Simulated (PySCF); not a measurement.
PySCF input file for SiFHI2, SMILES I[SiH](I)F, PBE0-D3(BJ)/def2-SVP. Coordinates come from a PBE0-D3(BJ)/def2-SVP optimisation. The def2 effective core potentials stand for the cores of I; spin–orbit coupling is left out.

```python
import numpy as np
from pyscf import gto, scf, dft, df
from pyscf.hessian import thermo

mol = gto.M(
    atom='''
    Si    0.45018829   -0.93933565    0.00000000
    F    -0.47851027   -2.26098357    0.00000000
    I    -0.03645722    0.32888800   -2.00522414
    I    -0.03645722    0.32888800    2.00522414
    H     1.86842145   -1.36257681    0.00000000
    ''',
    basis='def2-SVP',
    ecp={'I': 'def2-svp'},
    charge=0,
    spin=0,
    max_memory=1600,
    verbose=3,
)
mf = dft.RKS(mol, xc='pbe0').density_fit(auxbasis='def2-universal-jkfit')
mf.disp = 'd3bj'
mf.grids.level = 3
mf.conv_tol = 1e-11
mf.max_cycle = 100
mf.kernel()

# [left out here: the lines that compute and print the analytic Hessian (its translational invariance restored by hand, since the grid's response is missing), thermochemistry and intensities]
```

Output:

```
converged SCF energy = -985.115032795971

WARN: DFTD3 does not support analytical Hessian, using finite difference


WARN: Mole.unit (angstrom) is changed to Bohr

Mode                                 0                   1                   2
Irrep
Freq [cm^-1]                       85.7865            183.1892            210.4734
Reduced mass [au]                  52.8639             20.3283             23.0968
Force const [Dyne/A]                0.2292              0.4019              0.6028
Char temp [K]                     123.4277            263.5685            302.8244
Normal mode                   x     y     z       x     y     z       x     y     z
       0  Si                -0.01  0.06  0.00    0.00  0.00  0.00   -0.09 -0.05 -0.00
       1   F                -0.00  0.06 -0.00   -0.00  0.00 -0.21    0.05 -0.16 -0.00
       2   I                 0.00 -0.01 -0.06   -0.00 -0.02  0.02    0.01  0.02 -0.02
       3   I                 0.00 -0.01  0.06    0.00  0.02  0.02    0.01  0.02  0.02
       4   H                -0.00  0.07  0.00    0.00 -0.00  0.06   -0.06  0.02  0.00
Mode                                 3                   4                   5
Irrep
Freq [cm^-1]                      346.1202            433.2043            751.7394
Reduced mass [au]                  11.1899             11.0674              1.0844
Force const [Dyne/A]                0.7898              1.2237              0.3611
Char temp [K]                     497.9899            623.2846           1081.5856
Normal mode                   x     y     z       x     y     z       x     y     z
       0  Si                -0.12  0.11  0.00   -0.00  0.00 -0.17   -0.00 -0.00 -0.05
       1   F                 0.05  0.00  0.00    0.00  0.00  0.02    0.00  0.00  0.01
       2   I                 0.01 -0.01  0.02    0.01 -0.01  0.02   -0.00  0.00  0.00
       3   I                 0.01 -0.01 -0.02   -0.01  0.01  0.02    0.00 -0.00  0.00
       4   H                -0.08  0.23  0.00   -0.00  0.00 -0.24    0.00  0.00  0.96
Mode                                 6                   7                   8
Irrep
Freq [cm^-1]                      800.9890            913.6919           2298.0702
Reduced mass [au]                   1.1111             15.2581              1.0430
Force const [Dyne/A]                0.4200              7.5050              3.2455
Char temp [K]                    1152.4448           1314.5992           3306.4114
Normal mode                   x     y     z       x     y     z       x     y     z
       0  Si                 0.02 -0.02  0.00    0.07  0.11 -0.00    0.03 -0.01 -0.00
       1   F                -0.06 -0.02 -0.00   -0.09 -0.14 -0.00   -0.00 -0.00  0.00
       2   I                 0.00  0.00  0.00   -0.00 -0.00  0.00   -0.00  0.00 -0.00
       3   I                 0.00  0.00 -0.00   -0.00 -0.00 -0.00   -0.00  0.00  0.00
       4   H                 0.29  0.90 -0.00   -0.00 -0.15  0.00   -0.94  0.27 -0.00
temperature 298.1500 [K]
pressure 101325.00 [Pa]
Rotational constants [GHz] 3.07152 0.48861 0.43146
Symmetry number 1
Zero-point energy (ZPE) 0.01372 [Eh]   36027.120 [J/mol]
                           tot       elec      trans        rot        vib
Entropy [J/mol/K]       352.743      0.000    179.960    127.969     44.813
Cv [J/mol/K]             68.857      0.000     12.472     12.472     43.914
Cp [J/mol/K]             77.172      0.000     20.786     12.472     43.914
Internal energy [J/mol]                      3718.434   3718.434  43277.026
Internal energy [Eh]   -985.09572  -985.11503
Enthalpy [J/mol]                             6197.391   3718.434  43277.026
Enthalpy [Eh]          -985.09477
Gibbs free energy [J/mol]                  -47457.797 -34435.482  29915.922
Gibbs free energy [Eh] -985.13483
static polarisability / bohr^3: [[ 51.566  -6.274   0.   ]
 [ -6.274  60.441   0.   ]
 [  0.     -0.    102.492]]
largest difference of analytic and finite-field dipole derivatives / e: 0.0009924219608778984
mode   freq/cm-1   IR/(km/mol)   Raman/(A^4/amu)   depolarisation
   1       85.79         0.121             4.481            0.586
   2      183.19         3.587             1.444            0.750
   3      210.47         2.960             3.568            0.368
   4      346.12        24.201            12.092            0.133
   5      433.20       141.521             3.523            0.750
   6      751.74       273.955            14.135            0.750
   7      800.99        51.294            14.157            0.592
   8      913.69       150.167             3.672            0.018
   9     2298.07        62.854           195.916            0.203
max |gradient| / (hartree/bohr): 0.00016360047821358523
APT charges: [ 1.7119 -0.6628 -0.385  -0.385  -0.279 ]
```

Self-consistency was reached.
